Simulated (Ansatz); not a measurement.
Ansatz results at the PBE0-D4/def2-TZVP geometry: zero-point energy (PBE0-D4/def2-TZVP) 271.9 kJ/mol; HOMO energy (ωB97M-V/def2-TZVPP) -9.61 eV; ideal-gas entropy at 298 K and 1 bar (rigid rotor, harmonic PBE0-D4/def2-TZVP) 357 J/(mol·K).

Each molecule was computed in one conformer, which needn't be the lowest.

**Question.** Which molecule gave them?
A. `F[Si]1(F)BC1`
B. `NC1C[SiH2]1`
C. `N/C=C\N`
D. `CBBOC`

**Answer.** D. The others give `F[Si]1(F)BC1`: 115.9, -9.62, 318; `N/C=C\N`: 228.2, -7.28, 290; `NC1C[SiH2]1`: 228.8, -8.54, 301.
